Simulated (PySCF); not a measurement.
H₂AlO₂ (SMILES [OH][Al+][OH]), charge +1, singlet, geometry from GFN2-xTB (such geometries of metal compounds can be far from the true shape); DF-SVWN5/aug-cc-pVDZ run with PySCF.

The PySCF input:
```python
from pyscf import gto, scf, dft

mol = gto.Mole()
mol.atom = '''
    Al    0.001321    0.023369    0.005604
    O     1.237463    0.111111   -1.016951
    H     1.881588    0.603802   -1.537268
    O    -1.244159   -0.229572    0.988542
    H    -1.845195    0.040093    1.691683
'''
mol.basis = 'aug-cc-pvdz'
mol.charge = 1
mol.spin = 0
mol.verbose = 4
mol.build()

mf = dft.RKS(mol)
mf.xc = 'lda,vwn'
mf.grids.atom_grid = (30, 110)
mf = mf.density_fit(auxbasis='def2-universal-jkfit')
mf.kernel()
mf.analyze()
```

The log (banner, timings and long lists left out):

```
PySCF version 2.14.0

[INPUT] verbose = 4
[INPUT] num. atoms = 5
[INPUT] num. electrons = 30
[INPUT] charge = 1
[INPUT] spin (= nelec alpha-beta = 2S) = 0
[INPUT] symmetry False subgroup None
[INPUT] Mole.unit = angstrom
[INPUT] Symbol           X                Y                Z      unit          X                Y                Z       unit  Magmom
[...]
nuclear repulsion = 95.5214224497695
number of shells = 34
number of NR pGTOs = 142
number of NR cGTOs = 91
basis = aug-cc-pvdz
ecp = {}

******** <class 'pyscf.df.df_jk.DFRKS'> ********
method = DFRKS
initial guess = minao
damping factor = 0
level_shift factor = 0
DIIS = <class 'pyscf.scf.diis.CDIIS'>
diis_start_cycle = 1
diis_space = 8
diis_damp = 0
SCF conv_tol = 1e-09
SCF conv_tol_grad = None
SCF max_cycles = 50
direct_scf = False
XC library pyscf.dft.libxc version 7.1.2
    S. Lehtola, C. Steigemann, M. J. T. Oliveira, and M. A. L. Marques,  SoftwareX 7, 1–5 (2018)
XC functionals = lda,vwn
    P. A. M. Dirac,  Math. Proc. Cambridge Philos. Soc. 26, 376 (1930)
    F. Bloch,  Z. Phys. 57, 545 (1929)
    S. H. Vosko, L. Wilk, and M. Nusair,  Can. J. Phys. 58, 1200 (1980)
radial grids:
    Treutler-Ahlrichs [JCP 102, 346 (1995); DOI:10.1063/1.469408] (M4) radial grids

becke partition: Becke, JCP 88, 2547 (1988); DOI:10.1063/1.454033
pruning grids: <function nwchem_prune>
grids dens level: 3
symmetrized grids: False
atomic radii adjust function: <function treutler_atomic_radii_adjust>
User specified grid scheme (30, 110)
small_rho_cutoff = 0
Set gradient conv threshold to 3.16228e-05
Initial guess from minao.
tot grids = 12264
init E= -392.265508094935
[...]
cycle= 1 E= -391.485877979894  delta_E= 0.78  |g|= 1.17  |ddm|= 2.55
[...]
cycle= 2 E= -389.757859858225  delta_E= 1.73  |g|= 2.99  |ddm|= 3.66
[...]
cycle= 3 E= -391.746100347701  delta_E= -1.99  |g|= 0.156  |ddm|= 3.03
[...]
cycle= 4 E= -391.753267534755  delta_E= -0.00717  |g|= 0.0552  |ddm|= 0.33
[...]
cycle= 5 E= -391.754034226816  delta_E= -0.000767  |g|= 0.0116  |ddm|= 0.0625
[...]
cycle= 6 E= -391.754056940595  delta_E= -2.27e-05  |g|= 0.00482  |ddm|= 0.0161
[...]
cycle= 7 E= -391.754061069067  delta_E= -4.13e-06  |g|= 0.00147  |ddm|= 0.00481
[...]
cycle= 8 E= -391.754061499397  delta_E= -4.3e-07  |g|= 0.000196  |ddm|= 0.00158
[...]
cycle= 9 E= -391.754061507543  delta_E= -8.15e-09  |g|= 4.59e-05  |ddm|= 0.000205
[...]
cycle= 10 E= -391.754061507978  delta_E= -4.35e-10  |g|= 2e-06  |ddm|= 5.67e-05
[...]
Extra cycle  E= -391.754061507977  delta_E= 1.14e-12  |g|= 2.92e-06  |ddm|= 7.62e-06
converged SCF energy = -391.754061507977
**** SCF Summaries ****
Total Energy =                        -391.754061507977042
Nuclear Repulsion Energy =              95.521422449769545
One-electron Energy =                 -727.448468025612442
Two-electron Energy =                  240.172984067865855
Two-electron Coulomb Energy =          274.416943688545814
DFT Exchange-Correlation Energy =      -34.243959620679952
HOMO-LUMO gap [eV] =                     4.853750410276392
**** MO energy ****
[...]
 ** Mulliken pop on meta-lowdin orthogonal AOs  **
 ** Mulliken pop  **
 ** Mulliken atomic charges  **
charge of    0Al =      1.51218
charge of    1O =     -0.67621
charge of    2H =      0.42012
charge of    3O =     -0.67626
charge of    4H =      0.42017

WARN: System has nonzero charge 1; the dipole moment is origin-dependent.
Location of origin: [0. 0. 0.]

Dipole moment(X, Y, Z, Debye):  0.08031,  1.43661,  0.34442
```
